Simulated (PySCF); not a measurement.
# InGe: energy against distance

Set-up: basis In cc-pVDZ-PP with ECP28, Ge cc-pVDZ-PP with ECP10; scalar-relativistic core potentials; PySCF 2.14. Energies in eV from In + Ge in their ground configurations at the same level. All curves are PBE0. state 1: ⁴Σ⁻ (quartet), unpaired electrons σ ↑, π ↑↑; state 2: Ms = 0.5 determinant of mixed spin (⟨S²⟩ near 1.8), unpaired electrons σ ↓, π ↑↑, a second solution, started from another occupation; state 3: Ms = 0.5 determinant of mixed spin (⟨S²⟩ near 1.8), unpaired electrons σ ↑, π ↑↓, a mixture of terms (⟨Lz²⟩ = 2.0), a second solution, started from another occupation; state 4: ²Π (doublet), unpaired electrons π ↑, a second solution, started from another occupation.

| R (Å) | state 1 | state 2 | state 3 | state 4 |
| --- | --- | --- | --- | --- |
| 2.301 | -1.603 | -1.259 | -1.188 | 0.040 |
| 2.408 | -1.942 | -1.588 | -1.525 | -0.529 |
| 2.515 | -2.123 | -1.757 | -1.703 | -0.907 |
| 2.596 | -2.186 | -1.810 | -1.762 | -1.096 |
| 2.676 | -2.202 | -1.818 | -1.776 | -1.224 |
| 2.756 | -2.184 | -1.793 | -1.755 | -1.303 |
| 2.863 | -2.122 | -1.723 | -1.690 | -1.350 |
| 2.997 | -2.004 | -1.598 | -1.569 | -1.339 |
| 3.158 | -1.829 | -1.421 | -1.391 | -1.259 |
| 3.372 | -1.574 | -1.175 | -1.136 | -1.085 |

Task: Put a parabola through the three lowest points of the state 1 curve and estimate Re, k and ωe (reduced mass 44.98 u; 1 eV/Å² = 0.16022 mdyn/Å; ωe = 1302.8·√(k/μ) cm⁻¹).

Result: Through R = 2.596, 2.676, 2.756 Å the second-order coefficient is 2.66 eV/Å², so Re ≈ 2.674 Å, k ≈ 0.851 mdyn/Å and ωe ≈ 179 cm⁻¹. A polynomial fit of higher order to the unrounded PBE0 energies gives Re = 2.671 Å, k = 0.863 mdyn/Å, ωe = 180 cm⁻¹; anharmonicity and rounding make the difference.

The higher-order fit for each curve: state 1: Re = 2.671 Å, ωe = 180 cm⁻¹, De = 2.20 eV; state 2: Re = 2.652 Å, ωe = 185 cm⁻¹, minimum 1.82 eV below the ground-state fragments; state 3: Re = 2.664 Å, ωe = 182 cm⁻¹, minimum 1.78 eV below the ground-state fragments; state 4: Re = 2.907 Å, ωe = 152 cm⁻¹, minimum 1.35 eV below the ground-state fragments.

These are scalar-relativistic numbers at best; spin–orbit coupling would shift them, the dissociation energy most. The state is the lowest determinant that a PBE0 search found; another state may lie lower at other levels.
